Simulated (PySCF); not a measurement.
## Working out the excitation energy of Fe

Fe [Ar] 3d6 4s2 (5D) → Fe [Ar] 3d5 4s2 5s1 (7S). All numbers are calculated (PySCF 2.14, no relativity, point nucleus, in aug-cc-pVDZ (7s6p4d2f, 59 functions)). Frozen: [Ar]. Energies in hartree (1 hartree = 27.21139 eV):

```tsv
part	Fe (lower)	Fe (upper)
UHF	-1262.451471	-1262.213914
CCSD correlation	-0.169256	-0.121904
(T)	-0.005207	-0.003262
```

What does Hartree-Fock give?

(-1262.213914) − (-1262.451471) = 0.237557 hartree = 6.464 eV.

What do CCSD and CCSD(T) give?

The CCSD correlation energies differ by 0.047352 hartree = 1.289 eV and the triples by 0.001945 hartree = 0.053 eV, so CCSD gives 7.753 eV and CCSD(T) 7.806 eV.

The calculation is non-relativistic.

A double-zeta basis recovers only part of the correlation energy.
